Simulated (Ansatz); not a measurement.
Basis-set extrapolation for CH₄BFO₂ (`COB(O)F`) (PBE0-D4/def2-TZVP geometry, frozen core, Ansatz 0.2.0). Multiplicity 1, RHF reference.

```tsv
	def2-TZVPP	def2-QZVPP
HF	-314.356698	-314.371524
MP2 correlation	-0.987742	-1.068625
CCSD(T) correlation	-1.041560	-1.117953
```

Energies in hartree. Use E(X) = E(∞) + A·exp(−7.88·√X) for Hartree–Fock and E(X) = E(∞) + B·X^(−2.97) for correlation, with X = 3 and 4.

Question: What is the CCSD(T) energy at the basis-set limit?

Answer: HF limit: -314.371524 + (-0.014826) × 0.13774 = -314.37357. Correlation limit: -1.117953 + (-0.076393) × 0.74074 = -1.17454. Total: -315.54811 hartree, 4.08 eV below CCSD(T)/def2-TZVPP.
